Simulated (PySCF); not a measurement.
# Excitation energy of Ca by level of theory

Ca [Ar] 4s2 (1S) → Ca [Ar] 4p2 (3P), as a difference of total energies. Computed with PySCF 2.14 in def2-TZVPPD, with the non-relativistic Hamiltonian (point nucleus). Correlated levels: valence: [Ar] frozen; valence and next inner shell: [Ne] frozen. The calculations carry no spin-orbit coupling.

```csv
method,excitation energy (eV)
UHF,4.127
LDA,4.514
PBE,4.242
PBE0,4.317
r2SCAN,4.037
BHandHLYP,4.741
B2PLYP,4.675
r2SCAN0,4.230
wB97X-V,4.789
MP2 (valence),4.522
SCS-MP2 (valence),4.695
MP2 (valence and next inner shell),4.843
SCS-MP2 (valence and next inner shell),4.944
```

Task: How much does correlation contribute at MP2 (valence and next inner shell)?

Result: 4.843 − (4.127) = 0.716 eV, measured against UHF.

These non-relativistic numbers lack the scalar-relativistic shift.

Errors of the correlated levels include the incompleteness of this basis and the frozen core.

For comparison: 4.774 eV (measured; NIST levels, between the centres of gravity of the two terms).
